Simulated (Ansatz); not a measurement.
CH6BFOSi (`B[SiH](F)OC`). Charge 0, multiplicity 1.

Cartesian coordinates in Å:
```
B -1.3371 -0.6654 -1.8213
Si -0.8032 -0.2798 0.0781
F -1.0852 -1.5732 0.9865
O 0.7918 0.0510 -0.0035
C 1.5611 0.6778 1.0001
H -2.0376 0.0671 -2.4547
H -0.9275 -1.6480 -2.3642
H -1.4866 0.8331 0.7940
H 2.3761 1.2247 0.5231
H 1.9865 -0.0701 1.6748
H 0.9616 1.3828 1.5870
```

(1) List the harmonic frequencies (cm⁻¹, unscaled) at PBE0-D4/def2-TZVP in Ansatz. (Estimate.)

(2) Is this a minimum?

(3) Give the ideal-gas thermochemistry at 298.15 K and 1 bar (rigid rotor, harmonic oscillator; point group C1, symmetry number 1).

(4) And at 400, 500, 600, 800 and 1000 K?

(5) Rotational constants (cm⁻¹)?

Answers

(1) Ansatz gave: 72, 78, 93, 147, 195, 292, 319, 597, 677, 772, 833, 847, 881, 927, 1150, 1175, 1181, 1219, 1480, 1492, 1501, 2204, 2595, 2681, 3025, 3097, 3125.

(2) Yes, all 27 modes are real.

(3) Zero-point energy 195.3 kJ/mol; H(298) − E = 218.5 kJ/mol; entropy 365.0 J/(mol·K), of which translation 165.2, rotation 111.1, vibration 88.6; G(298) − E = 109.7 kJ/mol. Modes under 100 cm⁻¹ are hindered rotations or soft bends, so the harmonic entropy is rough.

(4) 
```json
{"T (K)": "400", "H − E (kJ/mol)": "231.0", "S (J/mol/K)": "400.9", "G − E (kJ/mol)": "70.7"}
{"T (K)": "500", "H − E (kJ/mol)": "245.2", "S (J/mol/K)": "432.4", "G − E (kJ/mol)": "29.0"}
{"T (K)": "600", "H − E (kJ/mol)": "260.9", "S (J/mol/K)": "461.0", "G − E (kJ/mol)": "-15.7"}
{"T (K)": "800", "H − E (kJ/mol)": "296.1", "S (J/mol/K)": "511.5", "G − E (kJ/mol)": "-113.1"}
{"T (K)": "1000", "H − E (kJ/mol)": "335.0", "S (J/mol/K)": "554.9", "G − E (kJ/mol)": "-219.8"}
```

(5) 0.1968, 0.09673, 0.07234.
